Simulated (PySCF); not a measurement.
## Correlation energy of O⁺ (oxygen, charge +1)

[He] 2s2 2p2 3d1, one real determinant (an excited configuration). All numbers are calculated (PySCF 2.14, the non-relativistic Hamiltonian (point nucleus), in aug-cc-pVQZ (6s5p4d3f2g, 80 functions)). Frozen: 1s2; 5 electrons correlated.

```csv
level,correlation energy (mhartree)
CCSD,-112.15
(T),-2.90
CCSD(T),-115.05
```

Diagnostics: T1 = 0.0058, D1 = 0.0151, largest double amplitude 0.117.

The real determinant used has ⟨L²⟩ near 8 against 12 for a pure F term, so it mixes terms. The outer electron is Rydberg-like, and this basis confines it to a smaller radius and binds it less than a complete one would.

Cost of the coupled-cluster step: of the order of 15 core-seconds, for 5 correlated electrons.

The reference is one real determinant that mixes LS terms of this configuration.
